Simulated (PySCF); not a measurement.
# Unknowns

Level of theory: structure optimised with GFN2-xTB, shielding tensors at PBE0/pcSseg-1 (GIAO), in PySCF 2.14.0 with density-fitted response routines (no solvent, no relativistic terms, one averaged value for each set of equivalent atoms, a single conformation).

Scale: 1H and 13C against TMS (reference shieldings calculated alike). Splittings of carbon signals by F and P are missing where no couplings were computed. Where no couplings were computed, multiplicities follow the n + 1 count of equivalent neighbours, and m marks all less simple cases (inequivalent or close neighbours, rings, F or P nearby). Shifts are as computed. Against solution values, carbons near 30 ppm lie about +3 ppm off and those near 130 ppm about +5 ppm. Of 1309 compounds with measured shifts, 239 miss one by over three times the rms of a fit or turn the order of signals round; such compounds aren't used in these exercises.

Q: C4H11OPSi3. 1H NMR (400 MHz, computed): δ 4.60 (m, 1H), 4.50 (m, 1H), 4.37 (m, 1H), 3.55 (m, 3H), 2.37 (s, 3H), 1.47 (m, 2H). 13C{1H} NMR (computed): δ 187.9, 113.6, 95.4, 36.4. What is it?

A: `InChI=1S/C4H11OPSi3/c1-4(5)2-3-8-9(6)7/h9H,6,8H2,1,7H3/t9-/m0/s1`. 4 carbon signals for 4 carbons: no two carbons are equivalent. Carbon types of the structure: 3 × C, 1 × CH3, leaving 8 H on heteroatoms. δC 187.9: carbonyl carbon of an ynone. δC 113.6, 95.4: alkyne carbon. δC 36.4: methyl carbon α to a carbonyl; the adjacent C=O deshields it moderately. δH 2.37: hydrogen on a methyl carbon α to a carbonyl; α to C=O.

The shifts were computed for this structure.

Q: C6H6F2. 1H NMR (400 MHz, computed): δ 6.33 (m, 2H), 5.41 (m, 4H). 13C{1H} NMR (computed): δ 175.6, 118.2, 87.3. What is it?

A: SMILES C(F)C=C=C=CCF. The formula gives 3 degrees of unsaturation (no ring in the answer). 3 carbon signals for 6 carbons: some carbons are equivalent by symmetry or fast rotation. Carbon types of the structure: 2 × C, 2 × CH, 2 × CH2, which accounts for all hydrogens. δC 175.6: central carbon of an allene. δC 118.2: terminal carbon of a cumulated C=C=C unit. δC 87.3: allylic sp3 CH2 bonded to F; pulled downfield by the heteroatom. δH 6.33: hydrogen on a terminal carbon of a cumulated C=C=C unit; attached to an sp2 carbon and in the plane of the double bond.

This is the structure that produced the data.
